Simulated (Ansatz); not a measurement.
Relaxation of ClFHSn (4 atoms, charge 0, multiplicity 2), to a largest force component of 0.02 eV/Å in at most 40 steps.

Computed with UKS B3LYP/def2-SVP in Ansatz.

```xyz
4
Properties=species:S:1:pos:R:3:forces:R:3
F -1.590 0.224 0.875 -0.76 0.41 0.99
Sn -0.260 -0.172 -0.431 0.33 0.10 -1.78
Cl 1.398 -1.431 0.608 0.59 -0.40 0.50
H 0.508 1.319 -1.073 -0.16 -0.11 0.28
```

Q: Where does it end, and by what steps?

A: The run converged. After 3 steps the energy has fallen by 0.099 eV; Sn2 moved furthest, 0.10 Å.

```tsv
step	energy less start (eV)	largest force component (eV/Å)	accepted
0	0.0000	1.776	yes
1	-0.0840	0.410	yes
2	-0.0985	0.020	yes
3	-0.0987	0.002	yes
```

```xyz
4
Properties=species:S:1:pos:R:3
F -1.548 0.277 0.870
Sn -0.261 -0.214 -0.518
Cl 1.417 -1.452 0.642
H 0.448 1.329 -1.014
```

Whether the end is a true minimum wasn't checked by a vibrational analysis.

Time of the run: 10 s on 1 thread of Intel(R) Xeon(R) 6975P-C (Granite Rapids), with other jobs on the host, peak memory 0.19 GiB.
